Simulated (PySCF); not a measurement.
C₂H₇OSi₂ (doublet state).
Cartesian coordinates in Å at the GFN2-xTB level; atoms count from 1:
```xyz
12
C2H7OSi2 angstrom
C      2.1040   -0.1093    0.6741
Si     1.0112   -0.0065   -0.7646
C     -0.6553   -0.7261    0.0150
O     -0.8613   -1.9116   -0.0285
Si    -1.8759    0.4598    0.9389
H      2.1075    0.6427    1.4451
H      2.6185   -1.0179    0.9385
H      1.3296   -0.8764   -1.8928
H      0.6342    1.3446   -1.1908
H     -2.8151   -0.3343    1.7221
H     -2.5500    1.2058   -0.1220
H     -1.0461    1.3283    1.7684
```

The hyperfine couplings belong to this conformer and change with its torsions.

As a line formula: `O=C([SiH3])[SiH2][CH2]` [radical].

Theory: PySCF, UKS B3LYP, pcH-1 on C H O Si, non-relativistic, mean-field spin-orbit, GIAO. Geometry: GFN2-xTB, one conformer, isolated molecule. The geometry wasn't refined by DFT: couplings that depend on bond lengths, twists or pyramidal angles can differ widely from those at the functional's own minimum. Stability of the SCF solution: not tested.

Q: Give the principal g shifts and their parts.

A: 
```csv
Δg (ppm),1,2,3
relativistic mass correction,-146,-146,-146
gauge correction,6,34,26
orbital Zeeman/spin–orbit,17,1316,1486
total,-123,1205,1367
```

So g = 2.00220, 2.00352, 2.00369 and g_iso = 2.00314; the tensor is close to axial: the two nearest values differ by 11 % of g3 − g1. 

Q: What are the electron Larmor frequencies g μB B/h along the three axes at 340 mT?

A: 9.5279, 9.5342, 9.5350 GHz for g1, g2 and g3, a range of 7.1 MHz.

Q: At 9.673 GHz, how far is the centre of the isotropic spectrum from where a free electron (g = 2.002319) resonates?

A: B = hν/(g μB) with μB/h = 13.99624 MHz/mT gives 345.16 mT for the free electron and 345.02 mT at g_iso, 0.14 mT lower.

Q: What effective moment and Curie constant follow for a powder?

A: With the mean of g² = 4.0126 and S(S+1) = 0.75: μ_eff = √(⟨g²⟩S(S+1)) = 1.735 μB and χT = 0.12505·⟨g²⟩·S(S+1) = 0.376 cm³ K/mol (cgs; spin-Hamiltonian part alone).

Q: In a frozen sample, at which fields do the three g values resonate at 9.5, 34, 94 and 263 GHz (hyperfine left aside), and which band first spreads them over more than twice a line width of 1.0 mT?

A: 
```csv
band,GHz,B(g3) mT,B(g2) mT,B(g1) mT,spread mT
X,9.5,338.75,338.78,339.00,0.25
Q,34.0,1212.38,1212.48,1213.28,0.90
W,94.0,3351.87,3352.14,3354.36,2.49
J,263.0,9378.09,9378.85,9385.07,6.98
```

The spread grows in proportion to the frequency. W band is the first where it exceeds 2.0 mT.

The largest Mulliken spin populations are on C1 (+0.93), O4 (+0.07) and C3 (+0.06). No atom but C1 exceeds +0.15. The angles at C1 add up to 358.5°, so it is planar; its axial dipolar tensor and the negative couplings of its protons fit spin in a p orbital normal to that plane.

The HOMO–LUMO gaps are 4.12 eV among the α and 3.01 eV among the β orbitals.
